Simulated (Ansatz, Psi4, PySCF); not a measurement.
F2Zn, charge -1, doublet, geometry from GFN2-xTB (such geometries of metal compounds can be far from the true shape) (a state made from the parent by changing its charge; the spin is typed, not shown lowest) (in this run its highest filled SCF level lies above zero, so its values depend strongly on the basis, on diffuse functions most of all). Base run: PBE/6-31G* (PySCF).

Geometry (Å):
```xyz
3

Zn     0.1553     0.3076     0.3133
F     -0.4961     0.6862    -1.5819
F     -0.0217    -1.7117     0.5376
```
Charge -1, spin multiplicity 2.
Orbitals are unrestricted.
All else is at PySCF's defaults.

The same geometry, method and basis name were run in Ansatz (a quantum-chemistry and plane-wave program) and Psi4 and PySCF, at each program's defaults and at the settings that a row names. The base is PySCF at its defaults. Differences at the defaults can come from grids, fitting, cores and function types together.

```csv
code and settings,ΔE vs base (mEh),basis functions,E (Eh),SCF cycles
"PySCF, defaults (exact integrals, its default grid, spherical functions)",0.000,62,-1978.31256,11
"Psi4, defaults (density fitting with its default set, its default grid, Cartesian functions)",-10.136,69,-1978.32270,12
"Ansatz, defaults (factorised integrals, its default grid, Cartesian functions)",-7.519,66,-1978.32008,-
"PySCF, density fitting with def2-universal-jkfit",-0.107,62,-1978.31267,11
"PySCF, fine grid",-0.005,62,-1978.31257,10
"Psi4, exact integrals, spherical functions, fine grid",-0.030,62,-1978.31259,14
"Ansatz, high accuracy, Cartesian functions as the basis file defines them",-7.520,66,-1978.32008,-
```

Open shells are given as the SCF converged; they aren't shown to be the lowest states, and a large step between rows can be another state.
